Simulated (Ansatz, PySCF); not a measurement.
Caution: the highest occupied level lies above zero, so the state may not be bound. This singlet lies 0.85 eV below the relaxed triplet at the level frozen-core CCSD(T)/aug-cc-pVDZ // PBE0-D3(BJ)/def2-TZVPD (Ansatz, an electronic-structure program).

Cartesian coordinates (Å):
```xyz
8

N      1.6843     0.2339    -0.0138
B      0.6560     0.1312     0.9550
Si    -1.1770    -0.1590     0.1240
H      2.6443     0.3768     0.2479
H      1.5696     0.1769    -1.0260
H     -2.1602     0.9153     0.5100
H     -1.8361    -1.4234     0.6102
H     -1.3809    -0.2517    -1.4073
```
Charge -1, spin multiplicity 1.

Task: Give the total energy and HOMO at the level PBE0-D3(BJ)/def2-TZVPD in PySCF 2.14.0.

Result: 
```json
{
 "total_energy": "-371.8817 Ha",
 "HOMO": "0.98 eV"
}
```
